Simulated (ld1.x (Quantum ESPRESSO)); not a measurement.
**Scattering properties, ultrasoft potential for V**

V (Z = 23), ultrasoft, made with ld1.x (Quantum ESPRESSO) 7.5 (PBEsol, non-relativistic). Core [Ne], reference 3s2 3p6 3d3.5 4s1.5 4p0. Waves: 3s (bound): rcut 1.35, rcutus 1.70 bohr; 4s (bound): rcut 1.35, rcutus 1.70 bohr; 3p (bound): rcut 1.40, rcutus 1.80 bohr; 4p (bound, empty): rcut 1.40, rcutus 1.80 bohr; 3d (bound): rcut 1.35, rcutus 1.70 bohr; 3d channel at 0.25 Ry: rcut 1.35, rcutus 1.70 bohr; 4f channel at 0.35 Ry: rcut 1.20, rcutus 1.30 bohr. Local part: all-electron potential smoothed inside 1.30 bohr (lloc = -2). Core correction: none. Augmentation charge: PSQ, radius 1.25 bohr.

The phase is arctan(r·u′/u) with u = r·R(r), unwrapped; energies in Ry, scanned from -7 to 5 Ry. A pole is an energy at which the radial function vanishes at the test radius. The pseudo phase is shifted by a multiple of π to meet the all-electron one at the reference energy, and phase errors are pseudo minus all-electron; the curves can meet again beyond the range given. Levels narrower than the energy grid can be missing from the lists of poles.

Question: For each channel, where are the poles, and over which energies does the pseudopotential scatter like the atom?

Answer:

```csv
channel,radius (bohr),reference energy (Ry),"poles, all-electron","poles, pseudo",unbroken range about the reference energy with phases within 0.05 rad,phase error 1 Ry above the reference energy (rad)
s,1.96,-0.31,-4.68,-4.68,the whole range,-0.003
p,1.96,-0.09,-2.71,-2.71,below 2.0,-0.003
d,1.96,-0.28,0.49,0.49,the whole range,-0.000
f,1.96,0.35,none,none,the whole range,+0.000
```

Phases in the f channel:

```json
{"E (Ry)": "-7.00", "all-electron": "1.401", "pseudo": "1.401"}
{"E (Ry)": "-6.48", "all-electron": "1.396", "pseudo": "1.396"}
{"E (Ry)": "-5.96", "all-electron": "1.390", "pseudo": "1.390"}
{"E (Ry)": "-5.44", "all-electron": "1.384", "pseudo": "1.384"}
{"E (Ry)": "-4.92", "all-electron": "1.377", "pseudo": "1.377"}
{"E (Ry)": "-4.40", "all-electron": "1.370", "pseudo": "1.370"}
{"E (Ry)": "-3.88", "all-electron": "1.362", "pseudo": "1.362"}
{"E (Ry)": "-3.36", "all-electron": "1.353", "pseudo": "1.353"}
{"E (Ry)": "-2.84", "all-electron": "1.342", "pseudo": "1.342"}
{"E (Ry)": "-2.32", "all-electron": "1.330", "pseudo": "1.330"}
{"E (Ry)": "-1.80", "all-electron": "1.315", "pseudo": "1.315"}
{"E (Ry)": "-1.28", "all-electron": "1.299", "pseudo": "1.299"}
{"E (Ry)": "-0.76", "all-electron": "1.278", "pseudo": "1.278"}
{"E (Ry)": "-0.24", "all-electron": "1.253", "pseudo": "1.253"}
{"E (Ry)": "0.28", "all-electron": "1.221", "pseudo": "1.221"}
{"E (Ry)": "0.80", "all-electron": "1.179", "pseudo": "1.179"}
{"E (Ry)": "1.32", "all-electron": "1.120", "pseudo": "1.120"}
{"E (Ry)": "1.84", "all-electron": "1.035", "pseudo": "1.035"}
{"E (Ry)": "2.36", "all-electron": "0.898", "pseudo": "0.898"}
{"E (Ry)": "2.88", "all-electron": "0.656", "pseudo": "0.656"}
{"E (Ry)": "3.40", "all-electron": "0.206", "pseudo": "0.208"}
{"E (Ry)": "3.92", "all-electron": "-0.427", "pseudo": "-0.423"}
{"E (Ry)": "4.44", "all-electron": "-0.904", "pseudo": "-0.900"}
{"E (Ry)": "4.96", "all-electron": "-1.163", "pseudo": "-1.160"}
```
